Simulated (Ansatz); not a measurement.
Two members of one family ([V(III)(H2O)6-n(F)n]) that differ in charge, which shifts all levels, computed with Ansatz in the gas phase. The two geometries come from different levels. HOMO and LUMO are taken over both spins. Singlets are spin-restricted. The spins of the ions were chosen, not always searched. Names give formal oxidation states. A dash marks a value that wasn't run or was left out as unsound. The structures are stationary points that may keep the symmetry of their start. Remarks come from the PBE and PBE0 runs and from stability tests at other levels; not every state was tested. HOMO above LUMO (over both spins in singlets and doublets, within one spin in higher multiplets; at PBE or PBE0), or a gap under 0.15 eV within one spin, warns that the state may not be the lowest or that an electron is smeared out.

First: mer-VF3(H2O)3 (triplet, charge 0, r2SCAN-D4/def2-SVP geometry; oxidised ion doublet).

Cartesian coordinates in Å:
```
V 0.0811 -0.2462 -0.1607
F 1.2242 0.9209 -0.9675
F -1.2427 -0.7176 1.0713
F 0.6489 -1.8467 -0.7457
O -0.7513 1.6772 0.5197
H -0.0534 2.2715 0.8278
H -1.2538 1.3718 1.2931
O -0.9458 -0.0468 -2.0108
H -0.7170 -0.8914 -2.4337
H -0.2869 0.5859 -2.3588
O 1.2140 -0.6457 1.6146
H 1.6933 -1.4431 1.3310
H 0.3893 -0.9897 2.0196
```

| level | HOMO (eV) | LUMO (eV) | gap (eV) | vertical IE (eV) |
| --- | --- | --- | --- | --- |
| PBE-D4/def2-SVP | -3.23 | -2.25 | 0.98 | – |
| r2SCAN-D4/def2-TZVP | -4.40 | -2.69 | 1.72 | 8.05 |
| PBE0-D4/def2-SVP | -6.17 | -1.26 | 4.92 | – |
| PBE0-D4/def2-TZVP | -6.43 | -1.48 | 4.94 | 8.60 |
| ωB97M-V/def2-TZVP | -9.09 | 0.91 | 10.01 | – |

Metal–donor distances: 3 × F 1.80 to 1.87 Å, 3 × O 2.12 to 2.20 Å. Remarks: HOMO above LUMO (singlet), restricted SCF unstable (singlet).

Second: trans-[VF2(H2O)4]+ (triplet, charge 1, PBE-D4/def2-SVP geometry; oxidised ion doublet).

```xyz
15

V     0.000    0.000    0.000
F     1.169   -0.378   -1.321
F    -1.169    0.377    1.321
O     0.532   -1.783    0.986
H     0.421   -1.753    1.958
H     1.447   -2.085    0.816
O    -0.537    1.784   -0.980
H    -1.449    2.085   -0.798
H    -0.439    1.759   -1.953
O    -1.523   -0.969   -1.076
H    -2.251   -1.350   -0.544
H    -1.230   -1.669   -1.693
O     1.528    0.967    1.070
H     1.244    1.676    1.682
H     2.257    1.337    0.532
```

Question: Estimate the same table for the second.

Answer: 
| level | HOMO (eV) | LUMO (eV) | gap (eV) | vertical IE (eV) |
| --- | --- | --- | --- | --- |
| PBE-D4/def2-SVP | -7.70 | -7.49 | 0.21 | – |
| r2SCAN-D4/def2-TZVP | -8.74 | -7.80 | 0.94 | 12.46 |
| PBE0-D4/def2-SVP | -10.63 | -6.47 | 4.16 | – |
| PBE0-D4/def2-TZVP | -10.79 | -6.56 | 4.23 | 13.04 |
| ωB97M-V/def2-TZVP | -13.44 | -4.12 | 9.32 | – |

Metal–donor distances: 2 × F 1.80 Å, 4 × O 2.10 to 2.11 Å. Remarks: restricted SCF unstable (singlet).
